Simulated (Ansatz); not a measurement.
Basis-set series for CH$_{6}$BNOSe, SMILES `NCB(O)[SeH]`. The species carries charge 0 and has multiplicity 1. The geometry is a stationary point of PBE0-D4/def2-TZVP. It is one conformer, not always the lowest.

```json
{"functional": "PBE0-D4", "basis": "def2-TZVPP", "functions": "256", "energy (Eh)": "-2597.74711", "HOMO (eV)": "-6.65", "LUMO (eV)": "-0.11"}
{"functional": "PBE0-D4", "basis": "def2-QZVPP", "functions": "497", "energy (Eh)": "-2597.80894", "HOMO (eV)": "-6.69", "LUMO (eV)": "-0.36"}
{"functional": "ωB97M-V", "basis": "def2-TZVPP", "functions": "256", "energy (Eh)": "-2598.03688", "HOMO (eV)": "-8.98", "LUMO (eV)": "1.55"}
{"functional": "ωB97M-V", "basis": "def2-QZVPP", "functions": "497", "energy (Eh)": "-2598.09665", "HOMO (eV)": "-9.02", "LUMO (eV)": "0.99"}
```

(1) Give the rows for def2-SVP. (Best estimate.)

## Answers

(1) Ansatz gave: 
| functional | basis | functions | energy (Eh) | HOMO (eV) | LUMO (eV) |
| --- | --- | --- | --- | --- | --- |
| PBE0-D4 | def2-SVP | 118 | -2597.22642 | -6.37 | 0.18 |
| ωB97M-V | def2-SVP | 118 | -2597.50954 | -8.70 | 2.12 |

Positive LUMOs are unbound and depend on the basis. Scalar relativity is left out up to krypton.
